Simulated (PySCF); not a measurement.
CH₄NO, SMILES NC=[OH+], charge +1. The structure is a stationary point at PBE-D3(BJ)/def2-TZVP. The isomer is the one that the SMILES or the coordinates give; other isomers of the formula were not compared. Other conformers were not sampled.

Calculation: PySCF 2.14.0 with PBE-D3(BJ)/def2-TZVP.

Harmonic wavenumbers (cm⁻¹): 545, 589, 672, 711, 1033, 1042, 1139, 1356, 1399, 1578, 1698, 3127, 3428, 3532, 3569. Rotational constants (GHz): 62.64, 10.65, 9.101; symmetry number 1.

Question: Work out the zero-point energy and the ideal-gas rigid-rotor harmonic-oscillator thermochemistry at 298.15 K and 1 atm.

Answer: ZPE = ½ Σ hcν = ½ × 25419 cm⁻¹ = 36.34 kcal/mol. H − E(el) = 39.15 kcal/mol. Entropy in cal/(mol K): translation 37.41, rotation 21.50, vibration 1.92, total 60.83. G − E(el) = 21.01 kcal/mol. Cp = 13.09 cal/(mol K).
